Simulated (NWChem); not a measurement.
System: CH4BeO; SMILES [BeH][O]C

Input file for NWChem:

```
start job
memory heap 200 mb stack 900 mb global 1100 mb
geometry units angstroms noautosym nocenter noautoz
  Be    -0.012231     1.643562    -0.002768
  H     -0.032232     2.982477    -0.006257
  O      0.008451     0.240649     0.001508
  C     -0.004052    -1.143023    -0.000636
  H      0.891072    -1.555315     0.517670
  H     -0.906362    -1.539356     0.517734
  H     -0.007328    -1.544944    -1.039114
end
basis spherical
  Be library def2-tzvp
  H library def2-tzvp
  O library def2-tzvp
  C library def2-tzvp
end
dft
  xc pbe0
  iterations 150
end
tddft
  cis
  ecut -17.5
  nroots 6
  notriplet
end
task tddft energy
```

Excerpt of the output:

```
             Northwest Computational Chemistry Package (NWChem) 7.3.0
             --------------------------------------------------------

                             Geometry "geometry" -> ""
                             -------------------------

 Output coordinates in angstroms (scale by  1.889725989 to convert to a.u.)

  No.       Tag          Charge          X              Y              Z
 ---- ---------------- ---------- -------------- -------------- --------------
    1 Be                   4.0000    -0.01223100     1.64356200    -0.00276800
    2 H                    1.0000    -0.03223200     2.98247700    -0.00625700
    3 O                    8.0000     0.00845100     0.24064900     0.00150800
    4 C                    6.0000    -0.00405200    -1.14302300    -0.00063600
    5 H                    1.0000     0.89107200    -1.55531500     0.51767000
    6 H                    1.0000    -0.90636200    -1.53935600     0.51773400
    7 H                    1.0000    -0.00732800    -1.54494400    -1.03911400

 Effective nuclear repulsion energy (a.u.)      56.6942453512

                                 NWChem DFT Module
                                 -----------------

 Summary of "ao basis" -> "ao basis" (spherical)
 ------------------------------------------------------------------------------
       Tag                 Description            Shells   Functions and Types
 ---------------- ------------------------------  ------  ---------------------
 Be                        def2-tzvp                 9       19   5s3p1d
 H                         def2-tzvp                 4        6   3s1p
 O                         def2-tzvp                11       31   5s3p2d1f
 C                         def2-tzvp                11       31   5s3p2d1f

            General Information
            -------------------
          SCF calculation type: DFT
          Wavefunction type:  closed shell.
          No. of atoms     :     7
          No. of electrons :    22
           Alpha electrons :    11
            Beta electrons :    11
          Charge           :     0
          Spin multiplicity:     1
          Use of symmetry is: off; symmetry adaption is: off
          Maximum number of iterations: 150
          AO basis - number of functions:   105
                     number of shells:    47
          Convergence on energy requested:  1.00D-06
          Convergence on density requested:  1.00D-05
          Convergence on gradient requested:  5.00D-04

              XC Information
              --------------
                         PBE0 Method XC Functional
                     Hartree-Fock (Exact) Exchange  0.250
          PerdewBurkeErnzerhof Exchange Functional  0.750
            Perdew 1991 LDA Correlation Functional  1.000 local
           PerdewBurkeErnz. Correlation Functional  1.000 non-local

             Grid Information
             ----------------
          Grid used for XC integration:  medium
          Radial quadrature: Mura-Knowles
          Angular quadrature: Lebedev.
          Tag              B.-S. Rad. Rad. Pts. Rad. Cut. Ang. Pts.
          ---              ---------- --------- --------- ---------
          Be                  1.05       49          10.0       434
          H                   0.35       45          12.0       434
          O                   0.60       49           9.0       434
          C                   0.70       49          11.0       434
          Grid pruning is: on
          Number of quadrature shells:   327
          Spatial weights used:  Erf1

      Superposition of Atomic Density Guess
      -------------------------------------

 Sum of atomic energies:        -129.02745213

      Non-variational initial energy
      ------------------------------

 Total energy =    -130.101611
 1-e energy   =    -286.235555
 2-e energy   =      99.439698
 HOMO         =      -0.397580
 LUMO         =       0.016678

   convergence    iter        energy       DeltaE   RMS-Dens  Diis-err
 ---------------- ----- ----------------- --------- --------- ---------
 d= 0,ls=0.0,diis     1   -130.3244326834 -1.87D+02  8.46D-03  6.54D-01
 d= 0,ls=0.0,diis     2   -130.2398015216  8.46D-02  4.65D-03  1.72D+00
 d= 0,ls=0.0,diis     3   -130.3983648024 -1.59D-01  7.19D-04  1.99D-02
 d= 0,ls=0.0,diis     4   -130.3997424335 -1.38D-03  3.04D-04  4.60D-03
 d= 0,ls=0.0,diis     5   -130.4002696356 -5.27D-04  5.40D-05  1.10D-04
  Resetting Diis
 d= 0,ls=0.0,diis     6   -130.4002847168 -1.51D-05  6.79D-06  4.51D-07
 d= 0,ls=0.0,diis     7   -130.4002847938 -7.70D-08  1.69D-06  1.77D-08

         Total DFT energy =     -130.400284793795
      One electron energy =     -289.053154235508
           Coulomb energy =      120.194491642712
    Exchange-Corr. energy =      -18.235867552200
 Nuclear repulsion energy =       56.694245351201

 Numeric. integr. density =       21.999999004502

                       DFT Final Molecular Orbital Analysis
                       ------------------------------------

 Vector    9  Occ=2.000000D+00  E=-3.301381D-01
              MO Center= -2.9D-02,  2.7D+00, -5.6D-03, r^2= 1.1D+00
   Bfn.  Coefficient  Atom+Function         Bfn.  Coefficient  Atom+Function
  ----- ------------  ---------------      ----- ------------  ---------------
     7      0.334790  1 Be py                21     -0.298559  2 H  s
    20     -0.183354  2 H  s                 22     -0.183491  2 H  s
     3     -0.146008  1 Be s                 38     -0.133428  3 O  py
     2      0.117432  1 Be s                  4     -0.084285  1 Be s
    30     -0.073209  3 O  s                  1      0.071635  1 Be s

 Vector   10  Occ=2.000000D+00  E=-3.091968D-01
              MO Center= -1.9D-02, -2.0D-01,  9.7D-02, r^2= 1.8D+00
   Bfn.  Coefficient  Atom+Function         Bfn.  Coefficient  Atom+Function
  ----- ------------  ---------------      ----- ------------  ---------------
    31      0.382299  3 O  px                34      0.334506  3 O  px
    37      0.217321  3 O  px                95      0.166680  6 H  s
    62     -0.162848  4 C  px                 6     -0.147627  1 Be px
    89     -0.145944  5 H  s                 96      0.124417  6 H  s
    65     -0.121231  4 C  px                90     -0.109612  5 H  s

 Vector   11  Occ=2.000000D+00  E=-3.091879D-01
              MO Center=  2.4D-02, -2.0D-01, -9.6D-02, r^2= 1.8D+00
   Bfn.  Coefficient  Atom+Function         Bfn.  Coefficient  Atom+Function
  ----- ------------  ---------------      ----- ------------  ---------------
    33      0.382318  3 O  pz                36      0.334530  3 O  pz
    39      0.217379  3 O  pz               101      0.180564  7 H  s
    64     -0.162822  4 C  pz                 8     -0.147745  1 Be pz
   102      0.135059  7 H  s                 67     -0.121241  4 C  pz
   100      0.108829  7 H  s                 89     -0.107943  5 H  s

 Vector   12  Occ=0.000000D+00  E= 1.549208D-02
              MO Center= -8.8D-02,  7.7D-01, -2.5D-02, r^2= 9.4D+00
   Bfn.  Coefficient  Atom+Function         Bfn.  Coefficient  Atom+Function
  ----- ------------  ---------------      ----- ------------  ---------------
    61     -1.641657  4 C  s                  5      1.513016  1 Be s
     4     -0.587354  1 Be s                 96      0.524988  6 H  s
   102      0.519635  7 H  s                 90      0.503744  5 H  s
    13     -0.405825  1 Be py                 3      0.204675  1 Be s
    38     -0.178396  3 O  py                69      0.131185  4 C  py

[...]

                                NWChem TDDFT Module
                                -------------------

            General Information
            -------------------
           No. of orbitals :     210
            Alpha orbitals :     105
             Beta orbitals :     105
        Alpha frozen cores :       0
         Beta frozen cores :       0
     Alpha frozen virtuals :       0
      Beta frozen virtuals :       0
         Spin multiplicity :       1
    Number of AO functions :     105
        Use of symmetry is : off
      Symmetry adaption is : off
         Schwarz screening :  0.10D-07

              XC Information
              --------------
                  PBE0 Method XC Functional
              Hartree-Fock (Exact) Exchange   0.25
   PerdewBurkeErnzerhof Exchange Functional   0.75
     Perdew 1991 LDA Correlation Functional   1.00 local
    PerdewBurkeErnz. Correlation Functional   1.00 non-local

             TDDFT Information
             -----------------
          Calculation type : Tamm-Dancoff TDDFT
         Wavefunction type : Restricted singlets
          No. of electrons :      22
           Alpha electrons :      11
            Beta electrons :      11
              No. of roots :       6
          Max subspacesize :    5200
            Max iterations :     100
               Target root :       1
           Target symmetry : none
             Energy Cutoff :-0.18D+02
      Symmetry restriction : off
                 Algorithm : Optimal
        Davidson threshold :  0.10D-03

    6 smallest eigenvalue differences (eV)
--------------------------------------------------------
  No. Spin  Occ  Vir  Irrep   E(Occ)    E(Vir)   E(Diff)
--------------------------------------------------------
    1    1    1   12 a       -19.202     0.015   522.935
    2    1    1   13 a       -19.202     0.021   523.086
    3    1    1   14 a       -19.202     0.021   523.090
    4    1    1   15 a       -19.202     0.070   524.418
    5    1    1   16 a       -19.202     0.082   524.744
    6    1    1   17 a       -19.202     0.131   526.068
--------------------------------------------------------

  Entering Davidson iterations
  Restricted singlet excited states

  Iter   NTrls   NConv    DeltaV     DeltaE      Time
  ----  ------  ------  ---------  ---------  ---------
    1      6       0     0.69E-01   0.10+100       14.2
    2     12       0     0.18E-01   0.39E-02       13.7
    3     18       0     0.51E-02   0.35E-03       13.9
    4     24       2     0.26E-01   0.30E-02       14.2
    5     28       5     0.16E-02   0.40E-03       12.8
    6     29       5     0.11E-03   0.94E-06       10.8
    7     30       6     0.41E-04   0.84E-08       10.6
  ----  ------  ------  ---------  ---------  ---------
  Convergence criterion met

  Ground state a        -130.400284793795 a.u.

  ----------------------------------------------------------------------------
  Root   1 singlet a             19.150034483 a.u.              521.0992 eV
  ----------------------------------------------------------------------------
     Transition Moments    X  0.02130   Y -0.00013   Z -0.02133
     Dipole Oscillator Strength                    0.0116055474
     Electric Quadrupole                           0.0000063623
     Magnetic Dipole                               0.0000116547
     Total Oscillator Strength                     0.0116235644

     Occ.    1  a   ---  Virt.   13  a       -0.99056
     Occ.    1  a   ---  Virt.   14  a        0.06267
     Occ.    1  a   ---  Virt.   23  a        0.08083
  ----------------------------------------------------------------------------
  Root   2 singlet a             19.150099673 a.u.              521.1009 eV
  ----------------------------------------------------------------------------
     Transition Moments    X -0.02138   Y  0.00021   Z -0.02135
     Dipole Oscillator Strength                    0.0116572150
     Electric Quadrupole                           0.0000063612
     Magnetic Dipole                               0.0000117008
     Total Oscillator Strength                     0.0116752770

     Occ.    1  a   ---  Virt.   12  a        0.05176
     Occ.    1  a   ---  Virt.   13  a       -0.06407
     Occ.    1  a   ---  Virt.   14  a       -0.98948
     Occ.    1  a   ---  Virt.   24  a       -0.08101
  ----------------------------------------------------------------------------
  Root   3 singlet a             19.162385082 a.u.              521.4353 eV
  ----------------------------------------------------------------------------
     Transition Moments    X  0.00041   Y  0.00510   Z  0.00015
     Dipole Oscillator Strength                    0.0003350483
     Electric Quadrupole                           0.0000001564
     Magnetic Dipole                               0.0000000007
     Total Oscillator Strength                     0.0003352055

     Occ.    1  a   ---  Virt.   12  a        0.97762
     Occ.    1  a   ---  Virt.   14  a        0.05318
     Occ.    1  a   ---  Virt.   15  a        0.06623
     Occ.    1  a   ---  Virt.   16  a        0.18407
  ----------------------------------------------------------------------------
  Root   4 singlet a             19.215140362 a.u.              522.8708 eV
  ----------------------------------------------------------------------------
     Transition Moments    X  0.00069   Y  0.01449   Z  0.00012
     Dipole Oscillator Strength                    0.0026961117
     Electric Quadrupole                           0.0000016671
     Magnetic Dipole                               0.0000000005
     Total Oscillator Strength                     0.0026977792

     Occ.    1  a   ---  Virt.   12  a        0.11775
     Occ.    1  a   ---  Virt.   15  a       -0.93841
     Occ.    1  a   ---  Virt.   16  a       -0.27731
     Occ.    1  a   ---  Virt.   19  a        0.11771
     Occ.    1  a   ---  Virt.   22  a       -0.06151
     Occ.    1  a   ---  Virt.   25  a        0.05559
     Occ.    1  a   ---  Virt.   26  a       -0.08369
  ----------------------------------------------------------------------------
  Root   5 singlet a             19.241506708 a.u.              523.5883 eV
  ----------------------------------------------------------------------------
     Transition Moments    X  0.00013   Y -0.00281   Z  0.00002
     Dipole Oscillator Strength                    0.0001018248
     Electric Quadrupole                           0.0000002148
     Magnetic Dipole                               0.0000000004
     Total Oscillator Strength                     0.0001020400

     Occ.    1  a   ---  Virt.   12  a        0.15743
     Occ.    1  a   ---  Virt.   15  a        0.30330
     Occ.    1  a   ---  Virt.   16  a       -0.93817
  ----------------------------------------------------------------------------
  Root   6 singlet a             19.269830318 a.u.              524.3590 eV
  ----------------------------------------------------------------------------
     Transition Moments    X -0.00077   Y -0.04079   Z -0.00011
     Dipole Oscillator Strength                    0.0213779145
     Electric Quadrupole                           0.0000161356
     Magnetic Dipole                               0.0000000056
     Total Oscillator Strength                     0.0213940557

     Occ.    1  a   ---  Virt.   15  a       -0.12162
     Occ.    1  a   ---  Virt.   16  a       -0.07345
     Occ.    1  a   ---  Virt.   17  a        0.05136
     Occ.    1  a   ---  Virt.   19  a       -0.96478
     Occ.    1  a   ---  Virt.   22  a        0.10914
     Occ.    1  a   ---  Virt.   25  a       -0.09888
     Occ.    1  a   ---  Virt.   26  a        0.07427
     Occ.    1  a   ---  Virt.   29  a        0.08455
     Occ.    1  a   ---  Virt.   32  a        0.08730

              Target root =      1
          Target symmetry = none
      Ground state energy =   -130.400284793795
        Excitation energy =     19.150034483486
     Excited state energy =   -111.250250310309

  stored tddft:energy   -111.25025031030907
```

Level: PBE0/def2-TZVP, restricted-window TDA. The geometry was optimised at PBE-D3(BJ)/def2-SVP. The quadrupole and magnetic terms of the printed total strengths depend on the origin.
